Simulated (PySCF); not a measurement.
Cartesian coordinates in Å; atom numbers follow the order of the lines, from 1:
```xyz
18

Si    2.089    0.844    0.443
C     1.627    0.014   -1.233
C     1.084   -1.338   -1.001
N    -0.046   -1.657   -0.506
C    -0.948   -0.769   -0.034
C    -2.238   -1.031    0.362
C    -2.764    0.186    0.844
C    -1.768    1.107    0.723
O    -0.669    0.554    0.186
H     1.615    0.059    1.579
H     1.578    2.213    0.471
H     3.555    0.876    0.496
H     2.493   -0.032   -1.889
H     0.867    0.638   -1.703
H     1.713   -2.183   -1.263
H    -2.730   -1.979    0.305
H    -3.747    0.355    1.233
H    -1.720    2.148    0.975
```

- shieldings: GIAO PBE0/pcSseg-1
- structure optimised with GFN2-xTB
- run in PySCF 2.14.0 with density-fitted response routines
- a single conformation, fast rotation and ring inversion assumed for equivalent nuclei, relativity neglected, no solvent

References, each an isolated molecule treated in the same way: 13C (σ = 186.93 ppm) vs TMS.

Question: Do the 13C shifts follow the atomic charges (in e)? Tabulate both.

Answer: 
```tsv
atoms	hybridisation	δ (ppm)	σ para (ppm)	Hirshfeld	IAO	Mulliken	ESP-fitted
C3	sp2	162.5	-229	+0.05	+0.04	+0.04	+0.31
C5	sp2	162.1	-228	+0.09	+0.23	+0.40	+0.66
C8	sp2	142.9	-205	+0.01	+0.00	+0.20	-0.44
C7	sp2	120.1	-192	-0.09	-0.22	-0.17	-0.01
C6	sp2	118.1	-184	-0.08	-0.21	-0.10	-0.53
C2	sp3	20.7	-92	-0.16	-0.57	-0.51	-0.40
```

Correlation coefficients of δ with charge over these carbons: Hirshfeld +0.89, IAO +0.95, Mulliken +0.89, ESP-fitted +0.57; with the paramagnetic shielding -1.00. Among the 5 sp2 carbons alone: Hirshfeld +0.97, IAO +0.92, Mulliken +0.77, ESP-fitted +0.74. With so few points, grouped by hybridisation, these coefficients are fragile. Charge is one influence among several: hybridisation and low-lying excitations act through the paramagnetic term.

Shifts are as computed. Against solution values, carbons near 30 ppm lie about +3 ppm off and those near 130 ppm about +5 ppm. Of 1309 compounds with measured shifts, 239 miss one by over three times the rms of a fit or turn the order of signals round; such compounds aren't used in these exercises.
